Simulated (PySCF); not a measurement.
Compound: CH5NOSn.
Numbering: `[NH2:1][SnH2:2][CH:3]=[O:4]` (hydrogens: H5, H6 on N1; H7, H8 on Sn2; H9 on C3)

Structure used (PBE0-D3(BJ)/def2-SVP), in Å, numbered top down from 1:
```
atom  x, y, z in Å
N1    -1.5125   -0.7011   -0.4542
Sn2   -0.0898    0.7138   -0.0421
C3     1.7567   -0.4428    0.3570
O4     2.6777    0.0014    0.9823
H5    -2.2824   -0.3382   -1.0134
H6    -1.9202   -1.1306    0.3742
H7    -0.4341    1.7276    1.3059
H8     0.0667    1.6392   -1.4767
H9     1.7962   -1.4864   -0.0667
```

Method: PBE0-D3(BJ)/def2-SVP geometry optimisation, gas phase, def2 core potentials past Kr (PySCF 2.14.0).

Masses are those of the commonest isotopes; rigid-rotor values at the optimised geometry. The values belong to one conformer with, in the numbering `[NH2:1][SnH2:2][CH:3]=[O:4]`, H–N1–Sn2–C3 -156° and 81°, N1–Sn2–C3–O4 -159°.

(1) Give the principal moments of inertia and the rotational constants in MHz.

(2) Classify the top.

(3) Is it planar, by Δ = Ic − Ia − Ib?

(4) Give the other two planar moments, Paa and Pbb, and the rms extents of the mass along the axes.

(5) List the rotational levels J(Ka,Kc) to J = 3 (K).

(6) Which lines would a microwave search look for?

(7) Estimate the classical rotational partition function at 10 K, 100 K and 298.15 K.

Answers

(1) Ia = 54.10, Ib = 218.31, Ic = 260.41 u·Å²; 505379 MHz·u·Å²/I gives A = 9342, B = 2315, C = 1941 MHz.

(2) An asymmetric top; Ray's κ = -0.899.

(3) Not planar: Δ = Ic − Ia − Ib = -12.01 u·Å². For a rigid frame Δ = −2 Σ m c², so Σ m c² = 6.00 u·Å² lies off the ab plane: 5.30 from hydrogen and 0.70 from heavier atoms. The atom farthest from that plane is 1.43 Å away.

(4) Paa = Σ m a² = (Ib + Ic − Ia)/2 = 212.31 and Pbb = Σ m b² = (Ia + Ic − Ib)/2 = 48.09 u·Å². With the mass M = 166.94 u, the rms extents √(P/M) along a, b and c are 1.13, 0.54, 0.19 Å.

(5) Above 0(0,0), as E/k:
J = 1: 1(0,1) 0.204, 1(1,1) 0.541, 1(1,0) 0.559
J = 2: 2(0,2) 0.612, 2(1,2) 0.932, 2(1,1) 0.986, 2(2,1) 1.998, 2(2,0) 1.998
J = 3: 3(0,3) 1.222, 3(1,3) 1.517, 3(1,2) 1.625, 3(2,2) 2.610, 3(2,1) 2.614, 3(3,1) 4.342, 3(3,0) 4.342
The levels of one J sum to (2J + 1)J(J + 1)(A + B + C)/3.

(6) The dipole components are |μa| = 2.43 D, |μb| = 0.36 D, |μc| = 0.34 D. The squared components, which scale the intensities, stand as 1.00 : 0.02 : 0.02 (a : b : c). Some lines, for components of 0.1 D or more:

```json
{"type": "a", "branch": "Q", "J(Ka,Kc)": "1(1,0) ← 1(1,1)", "MHz": "374", "lower level (cm⁻¹)": "0.376"}
{"type": "a", "branch": "Q", "J(Ka,Kc)": "2(1,1) ← 2(1,2)", "MHz": "1123", "lower level (cm⁻¹)": "0.648"}
{"type": "c", "branch": "Q", "J(Ka,Kc)": "2(1,2) ← 2(0,2)", "MHz": "6667", "lower level (cm⁻¹)": "0.425"}
{"type": "c", "branch": "Q", "J(Ka,Kc)": "1(1,1) ← 1(0,1)", "MHz": "7027", "lower level (cm⁻¹)": "0.142"}
{"type": "b", "branch": "Q", "J(Ka,Kc)": "1(1,0) ← 1(0,1)", "MHz": "7401", "lower level (cm⁻¹)": "0.142"}
{"type": "b", "branch": "Q", "J(Ka,Kc)": "2(1,1) ← 2(0,2)", "MHz": "7790", "lower level (cm⁻¹)": "0.425"}
{"type": "a", "branch": "R", "J(Ka,Kc)": "2(1,1) ← 1(1,0)", "MHz": "8885", "lower level (cm⁻¹)": "0.389"}
{"type": "b", "branch": "R", "J(Ka,Kc)": "1(1,1) ← 0(0,0)", "MHz": "11283", "lower level (cm⁻¹)": "0.000"}
{"type": "c", "branch": "R", "J(Ka,Kc)": "1(1,0) ← 0(0,0)", "MHz": "11657", "lower level (cm⁻¹)": "0.000"}
{"type": "b", "branch": "R", "J(Ka,Kc)": "2(1,2) ← 1(0,1)", "MHz": "15164", "lower level (cm⁻¹)": "0.142"}
{"type": "b", "branch": "Q", "J(Ka,Kc)": "2(2,0) ← 2(1,1)", "MHz": "21096", "lower level (cm⁻¹)": "0.685"}
{"type": "b", "branch": "Q", "J(Ka,Kc)": "2(2,1) ← 2(1,2)", "MHz": "22204", "lower level (cm⁻¹)": "0.648"}
{"type": "b", "branch": "R", "J(Ka,Kc)": "2(2,1) ← 1(1,0)", "MHz": "29967", "lower level (cm⁻¹)": "0.389"}
{"type": "c", "branch": "R", "J(Ka,Kc)": "2(2,0) ← 1(1,0)", "MHz": "29981", "lower level (cm⁻¹)": "0.389"}
{"type": "c", "branch": "R", "J(Ka,Kc)": "2(2,1) ← 1(1,1)", "MHz": "30341", "lower level (cm⁻¹)": "0.376"}
{"type": "b", "branch": "R", "J(Ka,Kc)": "2(2,0) ← 1(1,1)", "MHz": "30355", "lower level (cm⁻¹)": "0.376"}
```

(7) Point group C1, symmetry number σ = 1; q = (√π/σ)·√((kT/h)³/(ABC)), k/h = 20836.6 MHz/K: 823 at 10 K, 26000 at 100 K, 134000 at 298.15 K.

No frequency check. These are rigid-rotor constants of the computed structure; measured ground-state constants (B0) also hold zero-point vibration. A rigid rotor knows nothing of inversion at nitrogen, which can split or shift real lines. Quadrupole hyperfine structure (14N) is left out.
